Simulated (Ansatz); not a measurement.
**Question.** Predict a relaxed structure of Dy(NH2)3 (DyN3H6), charge 0, sextet, at r2SCAN-D4/def2-SVP (Ansatz).

**Answer.** 
```xyz
10

Dy    0.011   -0.048    0.055
N    -0.153   -0.596   -2.000
H     0.602   -0.699   -2.682
H    -1.010   -0.790   -2.522
N    -1.803    0.175    1.183
H    -1.911    0.470    2.156
H    -2.758    0.030    0.848
N     1.962    0.394    0.840
H     2.853    0.357    0.339
H     2.207    0.707    1.782
```
Point group Cs (tolerance 0.1 Å). The metal has 3 neighbours: N 2.13 Å, N 2.15 Å, N 2.15 Å. This is one stationary point.

In the def2 sets Dy takes a core potential; there is no spin–orbit coupling. With an open 4f shell the SCF may have ended on a state above the lowest.
